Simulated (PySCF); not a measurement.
**MoNF₂, doublet: structure and spectrum**

Method: PySCF, UPBE0, basis Mo def2-TZVP with ECP28, N def2-TZVP, F def2-TZVP (scalar-relativistic core potentials, no spin–orbit coupling, density fitting).

The structure is a minimum.

Coordinates in bohr (charge 0 multiplicity 2):
```
Mo   -0.0048   -0.3064    0.0000
N     3.0483   -0.2812    0.0000
F    -1.1023    0.8599   -3.1267
F    -1.1023    0.8599    3.1267
```

* Point group: Cs
* Bond lengths: Mo–F 1.859 Å (×2), Mo–N 1.616 Å
* Bond angles: F–Mo–F 125.8°, F–Mo–N 108.0° (×2)
* Lowest empty level (α): -3.64 eV
* Enthalpy at 298.15 K above 0 K: 14.78 kJ/mol
* Spin squared ⟨S²⟩: 0.760
* Dipole moment: 2.61 D
* Entropy at 298.15 K and 1 bar (electronic part: spin only): 311.9 J/(mol K)
* Atomisation energy without zero-point energy: 1466 kJ/mol
* Zero-point energy: 19.3 kJ/mol
* Rotational symmetry number: 1
* Highest occupied level (α): -7.47 eV
* Rotational constants: 0.2804, 0.1525, 0.107 cm⁻¹
* Heat capacity Cp at 298.15 K: 63.8 J/(mol K)
* Principal quadrupole moments (Buckingham, traceless) about the centre of mass: -5.51, -1.99, 7.50 D Å
* Principal polarisabilities: 36.3, 36.8, 45.2 bohr³

Harmonic modes (masses in u: Mo 97.905, N 14.003, F 18.998):
```
symmetry  ω (cm⁻¹)  IR (km/mol)  μ (u)     type
      a'       131         24.1  23.22     bend
      a'       225         11.9  20.35     bend
     a''       322          1.3  16.02     bend
      a'       655         89.2  20.23  stretch
     a''       707          181  24.03  stretch
      a'      1182         73.6  15.68  stretch
```

Charges (e):
| atom | Mulliken | Löwdin | polar tensor | spin (Mulliken) | Mayer order to Mo1 |
| --- | --- | --- | --- | --- | --- |
| Mo1 | 1.41 | 0.80 | 1.83 | 1.11 | – |
| N2 | -0.46 | -0.26 | -0.53 | -0.12 | 2.79 |
| F3,4 | -0.48 | -0.27 | -0.65 | 0.01 | 0.83 |

Mulliken populations on Mo1 (electrons outside its core potential): s 2.31, p 6.19, d 4.03, f 0.07.

Formally Mo is in oxidation state +5, d1, with 1 unpaired electron. The Mulliken spin on Mo is 1.11. The polar-tensor charge on Mo, 1.83, is far below the formal one.

Other isomers or separated fragments may lie lower. Open d and f shells are described by one determinant, and the ground state may have another occupation or spin.

The final relaxation and frequency run took 83 s on 4 threads of a shared Arm Neoverse V1 host, with 133 basis functions and 17 gradients; the process peaked at 1.4 GiB.
